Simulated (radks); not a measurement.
Values are calculated unless marked as measured or tabulated.
Charge is removed step by step from the 3p3/2 level of V, starting from [Ne] 3s2 3p(1/2: 2, 3/2: 4) 3d3 4s2. Code: a radial shooting solver on a logarithmic mesh with Libxc functionals. Model: Dirac Kohn-Sham, PBE, spin-unpolarised, spherical densities, point nucleus; open shells fill j = l - 1/2 first.

| removed (e) | E - E(0) (eV) | eigenvalue (eV) | E minus straight line (eV) |
|---|---|---|---|
| 0 | 0.000 | -43.726 | 0.000 |
| 0.25 | 11.333 | -46.987 | -1.325 |
| 0.5 | 23.514 | -50.495 | -1.803 |
| 0.75 | 36.598 | -54.210 | -1.377 |
| 1 | 50.633 | -58.103 | 0.000 |

Removing the whole electron costs 50.633 eV by Delta-SCF, against 43.726 eV from minus the eigenvalue at the starting occupation. Slater's transition state (half an electron removed) gives 50.495 eV. Integrating minus the eigenvalue over the occupation (Janak's theorem) gives 50.634 eV. The mean slope of the eigenvalue, de/dn, is 14.4 eV per electron.
